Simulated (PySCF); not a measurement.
C₃H₇AlO₂, SMILES [CH3][Al]1[O]CC[O]1.

Geometry optimised at PBE0-D3(BJ)/def2-SVP. The geometry has at least one imaginary mode, so it is a saddle point at that level. The values are those of a single conformer.

Method: M06-2X/def2-TZVP (PySCF).

The molecule is in vacuum.

```
Quantity                                                                                                       Result
---------------------------------------------------------------------------------------------  ----------------------
total energy                                                                                       -511.48767 hartree
highest occupied level                                                                                       -8.71 eV
lowest empty level                                                                                            0.30 eV
orbital gap                                                                                                   9.01 eV
dipole moment                                                                                                  0.87 D
quadrupole, principal values (traceless, Buckingham form, about the centre of nuclear charge)  -10.96, 3.96, 7.00 D·Å
mean static polarisability                                                                       61.2 bohr³ (9.07 Å³)
polarisability, principal values                                                               51.4, 55.0, 77.3 bohr³
```
